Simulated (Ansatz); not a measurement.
`[OH][InH][F]` and `[F][InH][SiH3]` differ in one atom or group.

Ansatz, PBE0-D4/def2-TZVP geometries, multiplicity 1. Each molecule was computed in one conformer, which needn't be the lowest.

Elements past krypton have def2 core potentials.

```csv
property,`[OH][InH][F]`
LUMO energy (PBE0/def2-TZVPP) / eV,-1.41
size of the dipole moment (B3LYP/def2-TZVPP) / D,4.15
HOMO energy (PBE/def2-TZVPP) / eV,-7.25
size of the dipole moment (ωB97M-V/def2-TZVPP) / D,4.17
HOMO–LUMO gap (ωB97M-V/def2-TZVPP) / eV,11.38
HOMO energy (ωB97M-V/def2-TZVPP) / eV,-11.33
```

Question: Give the same properties after the change, and the shifts. (An estimate is asked.)

Answer: Computed: 
| property | `[F][InH][SiH3]` | shift |
| --- | --- | --- |
| LUMO energy (PBE0/def2-TZVPP) / eV | -2.05 | -0.64 |
| size of the dipole moment (B3LYP/def2-TZVPP) / D | 3.18 | -0.97 |
| HOMO energy (PBE/def2-TZVPP) / eV | -6.74 | 0.51 |
| size of the dipole moment (ωB97M-V/def2-TZVPP) / D | 3.17 | -1.00 |
| HOMO–LUMO gap (ωB97M-V/def2-TZVPP) / eV | 9.42 | -1.96 |
| HOMO energy (ωB97M-V/def2-TZVPP) / eV | -9.91 | 1.42 |

With PBE0 the HOMO rises by 1.01 eV and the LUMO falls by 0.64 eV, so the gap narrows by about 1.65 eV. PBE moves the HOMO by 0.51 eV and ωB97M-V by 1.42 eV. Dipoles are sizes alone; their direction can turn.

B3LYP here is the variant with VWN-RPA as its local correlation; programs differ in this.
